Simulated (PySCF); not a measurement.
C₂H₃F₂, SMILES C[C](F)F, multiplicity 2.

Geometry optimised at r2SCAN-D4/def2-SVP. The isomer is the one that the SMILES or the coordinates give; other isomers of the formula were not compared.

Two levels are set side by side: PBE/def2-TZVPD (PySCF) and M06-2X/def2-TZVPD (PySCF). Same geometry, gas phase. Differences are taken from unrounded values.

```
quantity                     M06-2X   PBE  PBE minus M06-2X
---------------------------  ------  ----  ----------------
α-spin orbital gap (eV)        8.37  4.61             -3.75
β-spin orbital gap (eV)       12.03  6.82             -5.21
dipole moment (D)              2.10  1.90             -0.20
mean polarisability (bohr³)    28.5  31.4               2.9
```

Loosely held outer electrons make PBE densities more polarisable. Differences between two approximate levels are no errors against the true value.

Rough cost on one machine, each run with all the roots and properties that it gave: M06-2X against PBE within a factor of 2.
